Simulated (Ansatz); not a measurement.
Basis-set extrapolation for C₆H₅Li, SMILES `[Li][c]1ccccc1` (PBE0-D4/def2-TZVP geometry, frozen core, Ansatz). Multiplicity 1, RHF reference. For Li the program correlates outer-core shells too, which these sets cover unevenly, so the extrapolated numbers aren't a true limit.

|  | def2-TZVPP | def2-QZVPP |
| --- | --- | --- |
| HF | -237.616761 | -237.626963 |
| MP2 correlation | -0.987870 | -1.048819 |
| CCSD(T) correlation | -1.065799 | not run |

Energies in hartree. Use E(X) = E(∞) + A·exp(−7.88·√X) for Hartree–Fock and E(X) = E(∞) + B·X^(−2.97) for correlation, with X = 3 and 4, and add CCSD(T) minus MP2 of the smaller set to the MP2 limit.

Q: What is the CCSD(T) energy at the basis-set limit?

A: HF limit: -237.626963 + (-0.010202) × 0.13774 = -237.62837. MP2 limit: -1.048819 + (-0.060949) × 0.74074 = -1.09397. Higher-order term: -1.065799 − (-0.987870) = -0.07793. Total: -238.80027 hartree, 309.0 kJ/mol below CCSD(T)/def2-TZVPP.
